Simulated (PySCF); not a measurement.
C₂H₁₁NSi₂. Atoms are numbered in the order given.

```xyz
16

Si     0.1447     0.5018     1.5745
C     -0.0156    -1.1996     2.3525
N     -0.5947     0.6177     0.0000
Si     0.1447     0.5018    -1.5745
C     -0.0156    -1.1996    -2.3525
H      1.5913     0.8346     1.3992
H     -0.4897     1.5031     2.4912
H      0.4602    -1.2226     3.3461
H     -1.0734    -1.4802     2.4778
H      0.4661    -1.9641     1.7231
H     -1.6101     0.6778     0.0000
H     -0.4897     1.5031    -2.4912
H      1.5913     0.8346    -1.3992
H      0.4602    -1.2226    -3.3461
H      0.4661    -1.9641    -1.7231
H     -1.0734    -1.4802    -2.4778
```

Geometry: PBE0-D3(BJ)/def2-SVP. Other conformers were not sampled.

Level of theory: TDA-M06-2X/def2-SVPD run with PySCF 2.14.0.

Vertical excitations. Gas-phase values at a fixed geometry. State labels are in the subgroup Cs.

```csv
state,symmetry,energy (eV),λ (nm),f,main pairs
S1,A',6.36,195,0.016,"HOMO→LUMO 77 %, HOMO→LUMO+2 17 %"
S2,A',7.30,170,0.010,"HOMO→LUMO+2 62 %, HOMO→LUMO 15 %, HOMO→LUMO+4 12 %"
S3,A",7.40,167,0.127,HOMO→LUMO+1 84 %
S4,A',7.70,161,0.026,HOMO→LUMO+3 83 %
S5,A',7.83,158,0.078,"HOMO→LUMO+4 59 %, HOMO→LUMO+8 18 %, HOMO→LUMO+2 11 %"
S6,A",8.08,153,0.027,"HOMO→LUMO+6 50 %, HOMO−2→LUMO 8 %"
S7,A',8.16,152,0.009,HOMO→LUMO+7 77 %
S8,A",8.21,151,0.001,HOMO−1→LUMO 65 %
S9,A',8.38,148,0.046,"HOMO→LUMO+8 64 %, HOMO→LUMO+4 15 %"
S10,A",8.51,146,0.012,HOMO→LUMO+5 75 %
T1,A',6.08,204,0,"HOMO→LUMO 70 %, HOMO→LUMO+2 16 %"
T2,A',6.95,178,0,"HOMO→LUMO+2 58 %, HOMO→LUMO+4 16 %, HOMO→LUMO 13 %"
T3,A",7.30,170,0,HOMO→LUMO+1 78 %
T4,A',7.56,164,0,HOMO→LUMO+3 79 %
```
Triplets are in the Tamm–Dancoff approximation.
